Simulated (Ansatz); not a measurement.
CH5ClGeO (`[CH3][GeH]([OH])[Cl]`), 9 atoms. The species carries charge 0 and has multiplicity 1. Correlated methods include outer-core shells of Ge, which these sets cover unevenly. Scalar relativity is left out up to krypton. All runs use 4 threads of an Arm Neoverse V2 on a shared host. Correlated methods freeze the cores.

Q: How many basis functions does each run have, and how long does it take in Ansatz? RHF-MP2/def2-QZVPP energy; RHF-CCSD(T)/def2-SVP energy; RKS PBE0-D4/def2-TZVP relaxation (7 steps); RKS revPBE-D4/def2-TZVPP energy; RKS r2SCAN-D4/def2-TZVPP energy and forces; RKS PBE0-D4/def2-SVP energy; RHF-CCSD(T)/def2-TZVPP energy; RKS CAM-B3LYP-D4/def2-TZVPP energy; RKS ωB97M-V/def2-QZVPP energy; RKS B2PLYP (frozen core)/def2-TZVPP energy; direct RPA on PBE orbitals/def2-TZVPP energy; RKS PBE0-D4/def2-QZVPP energy. (Estimate.)

A: The calculation gave: Other jobs shared the machine, so times are rough.

```tsv
level	job	functions	wall time	peak host memory (GiB)
RKS PBE0-D4/def2-SVP	energy	103	1.2 s	0.22
RKS revPBE-D4/def2-TZVPP	energy	222	1.7 s	0.28
RKS CAM-B3LYP-D4/def2-TZVPP	energy	222	3.1 s	0.65
direct RPA on PBE orbitals/def2-TZVPP	energy	222	4.1 s	0.46
RKS B2PLYP (frozen core)/def2-TZVPP	energy	222	4.2 s	0.55
RKS r2SCAN-D4/def2-TZVPP	energy and forces	222	4.3 s	0.3
RHF-CCSD(T)/def2-SVP	energy	103	4.6 s	0.44
RKS PBE0-D4/def2-QZVPP	energy	423	7.5 s	1.6
RKS ωB97M-V/def2-QZVPP	energy	423	17 s	1.9
RHF-MP2/def2-QZVPP	energy	423	18 s	2.2
RKS PBE0-D4/def2-TZVP	relaxation (7 steps)	177	22 s	0.47
RHF-CCSD(T)/def2-TZVPP	energy	222	120 s	3.5
```
